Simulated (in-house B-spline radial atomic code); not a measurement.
Atomic self-consistent-field run: Te⁴⁺ (an excited or competing configuration). Method: scalar-relativistic (X2C) r2SCAN0, spin-polarised, spherical fractional occupations, exact exchange averaged over the configuration, Fermi nucleus of rms radius 4.7423 fm. Calculated with a B-spline radial code for spherical atoms.

Command:
```bash
python run_scf.py task.json out
```
Settings (nuclear radius in fm, mass in u):
```
Z                52
configuration    [Kr] 4d9 5s2 5d1
hamiltonian      x2c
method           r2scan0
spin_polarised   True
nucleus          fermi
rms_radius       4.7423
atomic_mass      129.90622
speed_of_light   137.035999084
exact_exchange   averaged over the configuration
```

Output (hartree, bohr):
```
 radial grid: 70 intervals, B-splines of order 8, outer radius 30.8511 bohr

 iter        energy (Eh)    residual
    1       -6788.065970    1.10e-01
    2       -6788.075887    1.65e-03
    3       -6788.075918    9.71e-04
    4       -6788.075922    5.46e-04
    5       -6788.075923    6.46e-05
    6       -6788.075923    1.33e-05
    7       -6788.075923    4.33e-06
    8       -6788.075923    9.01e-07
    9       -6788.075923    1.30e-07

 total energy                     -6788.07592
 kinetic                            7179.9057
 electron-nucleus                 -16396.9982
 Hartree                            2604.5090
 exact exchange                      -43.0771
 exchange-correlation               -132.4153

 orbital      occ     eigenvalue          <r>       <r^2>       <1/r>       r_max
 1s up      1.000     -1167.4089    0.0272137  0.00101364     58.2817     0.01722
 1s down    1.000     -1167.4088    0.0272137  0.00101364     58.2817     0.01722
 2s up      1.000      -182.1676     0.119251   0.0168387     13.2694      0.1012
 2s down    1.000      -182.1459     0.119245   0.0168372     13.2702      0.1012
 2p up      3.000      -163.7148     0.104487   0.0133458     12.2464     0.08094
 2p down    3.000      -163.6969      0.10448    0.013344     12.2471     0.08093
 3s up      1.000       -38.4845     0.320889    0.117857     4.68212      0.2922
 3s down    1.000       -38.4784     0.320869     0.11783     4.68176      0.2922
 3p up      3.000       -32.4049     0.319194    0.118291     4.35865      0.2859
 3p down    3.000       -32.3965     0.319161     0.11825     4.35838      0.2859
 3d up      5.000       -23.1826     0.296381    0.104009     4.09226      0.2381
 3d down    5.000       -23.1637     0.296507    0.104099      4.0906      0.2382
 4s up      1.000        -8.4449     0.761188    0.653672     1.84907      0.7003
 4s down    1.000        -8.3782     0.761275    0.653964     1.84927         0.7
 4p up      3.000        -6.5121     0.813471     0.75252     1.67834      0.7358
 4p down    3.000        -6.4398     0.814033    0.753805     1.67742      0.7357
 4d up      5.000        -3.6375     0.936648     1.02001     1.40849       0.802
 4d down    4.000        -3.5829     0.938621     1.02501     1.40679      0.8026
 5s up      1.000        -2.1855       1.8244     3.71762     0.72145       1.668
 5s down    1.000        -2.1545      1.81639     3.68153    0.724458       1.668
 5d up      1.000        -1.0905      2.69909     8.16725    0.472757       2.441
```

Time taken, with all properties: 0.63 s on 1 thread of Arm Neoverse N1, with other jobs on the host.

One-electron X2C: radii and densities carry no picture-change correction, so inner-shell <1/r> comes out high (for 1s by about 2 % at Z = 33, 5 % at 54, 10 % at 75, 30 % at 118) and <r> low.
